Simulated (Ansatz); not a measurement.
Frontier orbitals of `[OH][Sn]([OH])([OH])[F]`.

Total charge 0; spin multiplicity 1. Correlated methods include outer-core shells of Sn, which these sets cover unevenly. Sn takes the def2 core potential. Geometry: relaxed with PBE0-D4/def2-TZVP. It is one conformer, not always the lowest. Basis def2-TZVPP, the Gaussian-basis code of Ansatz.

| functional | HOMO (eV) | LUMO (eV) | gap (eV) |
| --- | --- | --- | --- |
| PBE | -7.69 | -3.01 | 4.68 |
| B97M-V | -8.17 | -2.79 | 5.38 |
| PBE0 | -9.48 | -2.03 | 7.45 |
| r2SCANh | -8.78 | -2.39 | 6.39 |
| r2SCAN0 | -9.79 | -1.86 | 7.93 |
| ωB97M-V | -11.96 | -0.04 | 11.92 |

Against PBE, PBE0 changes HOMO and LUMO by −1.79 and +0.99 eV, ωB97M-V by −4.26 and +2.97 eV. A gap of 4.68 eV thus becomes 11.92 eV for the same molecule, so an orbital gap means little without its functional.
